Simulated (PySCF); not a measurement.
## Spinor energies of Pt⁶¹⁺ (platinum, charge +61)

Start: [Ne] 3s2 3p5; 3p1/2 filled at m_j = +1/2; 3p3/2 filled at m_j = -3/2, -1/2, +1/2, +3/2. Calculated with PySCF 2.14 in an uncontracted even-tempered set (18 s from 19 bohr⁻², ratio 2.4; 14 p from 25 bohr⁻², ratio 2.4; 4 d from 90 bohr⁻², ratio 2.6; 4 f from 140 bohr⁻², ratio 2.6): generalised Hartree-Fock with the X2C-1e Hamiltonian and a Gaussian nucleus; one run each with spin-orbit coupling (SO) screened by Boettger's factors, then bare. This is a chosen level, not necessarily the ground level.

```
spinor shell  electrons  ε, screened SO (eV)  ε, bare SO (eV)  weight of nominal j (bare SO)  rms radius, bare SO (bohr)
       1s1/2          2             -83620.1         -83618.9                          1.000                      0.0194
       2s1/2          2             -18629.5         -18629.2                          1.000                      0.0773
       2p1/2          2             -18061.3         -18102.0                          1.000                      0.0653
       3s1/2          2              -7338.0          -7338.0                          1.000                       0.187
       3p1/2          1              -7125.7          -7136.2                          1.000                       0.177
       3p3/2          4              -6657.5          -6654.3                          1.000                       0.190
```

**Question.** Where does 2p3/2 lie, and what is the 2p spin-orbit splitting (bare SO)?

**Answer.** At -16290.3 eV, 1811.7 eV above 2p1/2.

| quantity | screened SO | bare SO |
| --- | --- | --- |
| E (hartree) | -14327.91351 | -14329.06275 |
| M_J | 1/2 | 1/2 |
| ⟨J²⟩ | 0.750 | 0.750 |
| ⟨L²⟩ | 2.050 | 2.053 |
| ⟨S²⟩ | 0.799 | 0.802 |

Each row is a mean over spinors that exchange with the open shell spreads, by up to 22.905 eV (2p1/2).

Breit and QED terms are absent; they matter most for the inner s and p1/2 levels.

Densities and radii are taken from the X2C orbitals without a picture-change correction, which distorts them close to the nucleus.
